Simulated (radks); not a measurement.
The mean radii <r> (bohr) of the occupied orbitals of an atom or ion are listed with their occupations. All-electron calculation, scalar-relativistic Kohn-Sham, r2SCAN, spin-polarised, spherical densities, finite nucleus; meta-GGA in the generalised Kohn-Sham scheme; Fermi nuclear charge, rms radius of each element as measured or else 0.836 A^(1/3) + 0.57 fm. Program: a radial shooting solver on a logarithmic mesh with Libxc functionals.

| orbital | occ. | <r> |
|---|---|---|
| 1s up | 1 | 0.01744 |
| 1s down | 1 | 0.01744 |
| 2s up | 1 | 0.07315 |
| 2s down | 1 | 0.07308 |
| 2p up | 3 | 0.06574 |
| 2p down | 3 | 0.06566 |
| 3s up | 1 | 0.1805 |
| 3s down | 1 | 0.1809 |
| 3p up | 3 | 0.1789 |
| 3p down | 3 | 0.1794 |
| 3d up | 3 | 0.1592 |

Name the element and its charge. Open shells, if any, are filled with parallel spins first.

Answer. Z = 77, iridium, charge +56: Ir56+ in [Ar] 3d3. The 1s radius gives Z: for a bare nucleus <r> = (2 gamma + 1)/(2Z) with gamma = sqrt(1 - (Z/c)^2), 0.01724 bohr for Z = 77, and screening makes it slightly larger (0.01744 here). The occupations add up to 21, and the charge is Z minus that.
